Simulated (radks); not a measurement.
Results of a calculation; reference values are marked as such.
Problem. Pb LII, 31 electrons, occupied as [Ar] 3d10 4s2 4p1. Level of theory: Dirac Kohn-Sham, exchange-only PBE, spin-unpolarised, spherical densities, finite nucleus; open shells fill j = l - 1/2 first; Fermi nuclear charge, rms radius 5.5012 fm (a radial shooting solver on a logarithmic mesh with Libxc functionals).

Spin-orbit splittings of the eigenvalues, e(l+1/2) - e(l-1/2), with zeta = 2 splitting/(2l+1) and mean radii in bohr:

shell  occ.  splitting (eV)  zeta (eV)  <r> j=l-1/2  <r> j=l+1/2
2p        6            2198       1466      0.05477      0.06364
3p        6           511.4      341.0       0.1612       0.1763
3d       10           110.6      44.26       0.1526       0.1572
4p        1               ?          ?       0.3340       0.3553

Estimate the 4p splitting.

Solution. 174.6 eV (zeta = 116.4 eV).
